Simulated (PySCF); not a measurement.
CH₇NPSi (charge +1).
Z-matrix (Å and degrees, GFN2-xTB geometry), rows numbered from 1:
```
C 
N   1  1.2553
Si  2  1.7003  1  141.24
P   3  2.3809  2   93.75  1  -179.37
H   1  1.0891  2  124.85  3     0.18
H   1  1.0867  2  118.50  3  -179.86
H   3  1.4557  2  117.08  1   -74.00
H   3  1.4556  2  116.52  1    75.37
H   4  1.3784  3  119.74  2  -179.71
H   4  1.3776  3  117.58  2    59.27
H   4  1.3775  3  117.35  2   -58.93
```

Structure optimised with GFN2-xTB, isolated species.

Masses are those of the commonest isotopes; rigid-rotor values at the optimised geometry. The values belong to one conformer with, in the numbering `[CH2:1]=[N:2][SiH2:3][PH3+:4]`, C1–N2–Si3–P4 -179°.

Q: Give the principal moments of inertia and the rotational constants in MHz.

A: Ia = 54.94, Ib = 233.33, Ic = 277.50 u·Å²; 505379 MHz·u·Å²/I gives A = 9199, B = 2166, C = 1821 MHz.

Q: Classify the top.

A: A near-prolate asymmetric top: κ = (2 × 2166 − 9199 − 1821)/(9199 − 1821) = -0.91.

Q: Is it planar, by Δ = Ic − Ia − Ib?

A: Not planar: Δ = Ic − Ia − Ib = -10.77 u·Å². For a rigid frame Δ = −2 Σ m c², so Σ m c² = 5.38 u·Å² lies off the ab plane, practically all of it from hydrogen. The atom farthest from that plane is 1.26 Å away.

Q: Give the other two planar moments, Paa and Pbb, and the rms extents of the mass along the axes.

A: Paa = Σ m a² = (Ib + Ic − Ia)/2 = 227.95 and Pbb = Σ m b² = (Ia + Ic − Ib)/2 = 49.56 u·Å². With the mass M = 92.01 u, the rms extents √(P/M) along a, b and c are 1.57, 0.73, 0.24 Å.

Q: Give the coordinates in the principal-axis frame, origin at the centre of mass.

A: The sense of each axis is arbitrary; atoms in the order of the calculation.
| atom | mass (u) | a (Å) | b (Å) | c (Å) |
| --- | --- | --- | --- | --- |
| C1 | 12.000 | -2.500 | 0.676 | 0.002 |
| N2 | 14.003 | -1.278 | 0.391 | -0.004 |
| Si3 | 27.977 | -0.229 | -0.947 | 0.000 |
| P4 | 30.974 | 1.737 | 0.396 | 0.001 |
| H5 | 1.008 | -3.310 | -0.052 | 0.017 |
| H6 | 1.008 | -2.788 | 1.724 | -0.007 |
| H7 | 1.008 | -0.092 | -1.679 | 1.251 |
| H8 | 1.008 | -0.096 | -1.673 | -1.255 |
| H9 | 1.008 | 2.977 | -0.207 | -0.003 |
| H10 | 1.008 | 1.910 | 1.272 | 1.049 |
| H11 | 1.008 | 1.905 | 1.272 | -1.048 |

Q: Estimate the classical rotational partition function at 25 K, 298.15 K and 500 K.

A: Point group Cs, symmetry number σ = 1; q = (√π/σ)·√((kT/h)³/(ABC)), k/h = 20836.6 MHz/K: 3500 at 25 K, 144000 at 298.15 K, 313000 at 500 K.

Whether it is a minimum is left open (no frequencies). Constants of a rigid frame at the computed geometry: no zero-point averaging, no centrifugal distortion.
